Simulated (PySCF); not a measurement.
ZnMeBr, CH3BrZn (singlet state).
Structure used (PBE0-D3(BJ)/def2-SVP), in Å, numbered top down from 1:
```
atom  x, y, z in Å
Zn1   -0.0076    0.0087   -1.1079
C2     0.0035    0.0021    0.8256
H3    -0.4486    0.9237    1.2226
H4     1.0337   -0.0690    1.2066
H5    -0.5670   -0.8564    1.2117
Br6   -0.0140   -0.0091   -3.3586
```

The calculation used PBE0-D3(BJ)/def2-SVP geometry optimisation, gas phase in PySCF.

Which atoms are bound to Zn1, and at what distances?

2 atoms: C2 1.933 Å, Br6 2.251 Å. The nearest atom not counted as bound is H5, at 2.54 Å (others tie with it).

What is the shape at Zn1?

Linear: angle 179.3°.

What are the other bond lengths?

C2–H3, C2–H4, C2–H5 1.101 Å.

What are the rotational constants (commonest isotopes, rigid rotor)?

A = 157350, B = 1555, C = 1555 MHz: a prolate symmetric top.

Point group: C3v (tolerance 0.08 Å). Charge 0, singlet. PBE0-D3(BJ)/def2-SVP frequencies: not computed here.

The run took 15 s of wall time on one thread, x86-64 server (shared host). That covers the optimisation of the geometry.
